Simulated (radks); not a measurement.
All-electron atom: Sm in [Xe] 4f6 6s2. Method: non-relativistic Kohn-Sham, LB94 model potential, spin-polarised, spherical densities, point nucleus; open shells are filled with parallel spins first (spin-orbit coupling, left out, can overturn this in heavy ions); relativity is left out, which matters for an element this heavy; computed with a radial shooting solver on a logarithmic mesh with Libxc functionals.

Normalised radial functions P(r) = r R(r), r in bohr:

```
   r/bohr * 5s down, o 5p up, + 4f down (the largest magnitude, 1.04, reaches the edge; | marks zero, & curves that meet)
 0.001286                             &*
 0.001757                             &*
   0.0024                             & *
 0.003253                             & *
 0.004444                             & *
 0.006071                             &  *
 0.008294                             +o *
  0.01124                             +o  *
  0.01536                             + o *
  0.02098                             +  &
  0.02866                             +*  o
  0.03916                           * +    o
  0.05307                        *    +    o
   0.0725                       *     |+  o
  0.09904                          *  |o+
   0.1353                        o    |  *+
   0.1834                     o       |       +*
   0.2505                        o    |     *      +
   0.3422                        *    |    o              +
   0.4676                *            |           o             +
   0.6337                      *      |       o                  +
   0.8657                      o      |          *            +
    1.183         o                   |                 +     *
    1.616      o                      |          +          *
     2.19             o               |     +      *
    2.992                      o      |  + *
    4.087                           o |&
    5.583                             &
    7.567                             &
    10.34                             &
    14.12                             &
```

5s down: eigenvalue -41.501 eV, 4 radial nodes at r = 0.0312, 0.119, 0.306, 0.726 bohr, <r> = 1.51 bohr, 90 % of the charge inside 2.18 bohr. 5p up: eigenvalue -28.411 eV, 3 radial nodes at r = 0.102, 0.298, 0.753 bohr, <r> = 1.67 bohr, 90 % of the charge inside 2.45 bohr. 4f down (empty): eigenvalue -10.468 eV, 0 radial nodes, <r> = 0.922 bohr, 90 % of the charge inside 1.59 bohr.
